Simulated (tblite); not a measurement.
Computed values, GFN2-xTB/tblite, gas phase, harmonic and unscaled. Errors from tens to a few hundred cm⁻¹ against measured bands are possible. Modes of hydrogen on silicon can be 10 to 20 % off. One conformer each. Thermal functions are those of the rigid rotor and harmonic oscillator, without mixing of conformers.

Problem. Order these by their zero-point energy, highest first (kcal/mol).
A. `C=N[C@@H]1C[SiH2]C(=C)CO1`
B. `C[C@@H]([SiH3])[C@@](C)(C#N)C=O`
C. `CC[Si@H]1C(=O)C=C1CN`
D. `C(=C1/C(=CO1)[SiH2]C#C)/Cl`
E. `FCO[C@@H](F)CC[SiH3]`
F. `C[Si]1(C)C[C@H](C#N)CO1`

Solution. F (100.2), C (98.9), A (96.9), B (94.9), E (83.2), D (51.3).

| SMILES | atoms | mass (u) | symmetry number | modes under 300 cm⁻¹ | ZPE (kcal/mol) | S translation (cal/(mol K)) | S rotation | S vibration | S | Cp |
| --- | --- | --- | --- | --- | --- | --- | --- | --- | --- | --- |
| C[Si]1(C)C[C@H](C#N)CO1 | 20 | 141.06 | 1 | 10 | 100.2 | 38.8 | 28.1 | 23.2 | 90.1 | 31.4 |
| CC[Si@H]1C(=O)C=C1CN | 20 | 141.06 | 1 | 9 | 98.9 | 38.8 | 28.7 | 23.1 | 90.5 | 31.9 |
| C=N[C@@H]1C[SiH2]C(=C)CO1 | 20 | 141.06 | 1 | 7 | 96.9 | 38.8 | 28.3 | 16.9 | 84.0 | 28.8 |
| C[C@@H]([SiH3])[C@@](C)(C#N)C=O | 20 | 141.06 | 1 | 10 | 94.9 | 38.8 | 28.3 | 24.0 | 91.1 | 34.1 |
| FCO[C@@H](F)CC[SiH3] | 18 | 140.05 | 1 | 8 | 83.2 | 38.8 | 28.4 | 22.2 | 89.4 | 28.7 |
| C#C[SiH2]C1=CO/C1=C/Cl | 14 | 155.98 | 1 | 8 | 51.3 | 39.1 | 29.0 | 21.9 | 90.0 | 29.9 |

Entropies and Cp are for 200 K and 1 bar.
